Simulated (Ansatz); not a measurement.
One change: `F[SiH2][InH2]` becomes `[SiH3][SiH2][InH2]`.

Ansatz, PBE0-D4/def2-TZVP geometries, multiplicity 1. 

Elements past krypton have def2 core potentials.

| property | `F[SiH2][InH2]` |
| --- | --- |
| LUMO energy (PBE/def2-TZVPP) / eV | -3.00 |
| ideal-gas entropy at 298 K and 1 bar (rigid rotor, harmonic PBE0-D4/def2-TZVP) / J/(mol·K) | 336 |
| HOMO–LUMO gap (B3LYP/def2-TZVPP) / eV | 4.69 |
| size of the dipole moment (ωB97M-V/def2-TZVPP) / D | 1.21 |
| HOMO energy (PBE/def2-TZVPP) / eV | -6.34 |
| LUMO energy (ωB97M-V/def2-TZVPP) / eV | -0.73 |

Q: Give the same properties after the change, and the shifts. (Best estimate.)

A: The calculation gave: 
| property | `[SiH3][SiH2][InH2]` | shift |
| --- | --- | --- |
| LUMO energy (PBE/def2-TZVPP) / eV | -2.93 | 0.07 |
| ideal-gas entropy at 298 K and 1 bar (rigid rotor, harmonic PBE0-D4/def2-TZVP) / J/(mol·K) | 381 | 45 |
| HOMO–LUMO gap (B3LYP/def2-TZVPP) / eV | 4.60 | -0.09 |
| size of the dipole moment (ωB97M-V/def2-TZVPP) / D | 0.29 | -0.92 |
| HOMO energy (PBE/def2-TZVPP) / eV | -6.28 | 0.06 |
| LUMO energy (ωB97M-V/def2-TZVPP) / eV | -0.69 | 0.04 |

With PBE0 the HOMO rises by 0.17 eV and the LUMO rises by 0.07 eV, so the gap narrows by about 0.10 eV. PBE moves the HOMO by 0.06 eV and ωB97M-V by 0.23 eV. The zero-point energy changes by 57.3 kJ/mol with +9 modes. Dipoles are sizes alone; their direction can turn. Modes under 60 cm⁻¹, often nearly free rotors, make the harmonic entropy too high.

B3LYP here is the variant with VWN-RPA as its local correlation; programs differ in this.
